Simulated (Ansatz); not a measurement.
Isolated molecules relaxed with PBE0-D4/def2-TZVP in Ansatz; ΔE leaves out vibrations. CCSD(T)/CBS is the MP2 limit (def2-TZVPP, def2-QZVPP) plus CCSD(T) − MP2 in def2-TZVPP, frozen cores. This one scheme is used for every species. Each species was taken in one conformer, which may not be the lowest.

`[SiH3]C[SiH]1[AlH][SiH2]1` + `CC` → `CC[SiH]1[AlH][SiH2]1` + `C[SiH3]`  (formal exchange of groups at the Si–C bond)

| species | CCSD(T)/CBS(def2) energy (Eh) |
| --- | --- |
| `[SiH3]C[SiH]1[AlH][SiH2]1` | -1152.66679 |
| `CC` | -79.71954 |
| `CC[SiH]1[AlH][SiH2]1` | -901.64180 |
| `C[SiH3]` | -330.73916 |

**Question.** Work out ΔE.

**Answer.** ΔE = (-901.64180) + (-330.73916) − (-1152.66679) − (-79.71954) = 0.00537 Eh = +0.15 eV.

Largest T1 diagnostic among the species: 0.014.

The D4 term adds +0.04 eV with B3LYP and +0.02 eV with PBE0; it sums over pairs of atoms, weighted by their polarisabilities, and B3LYP, whose exchange is more repulsive, gets the larger term.

B3LYP here is the variant with VWN-RPA as its local correlation; programs differ in this.
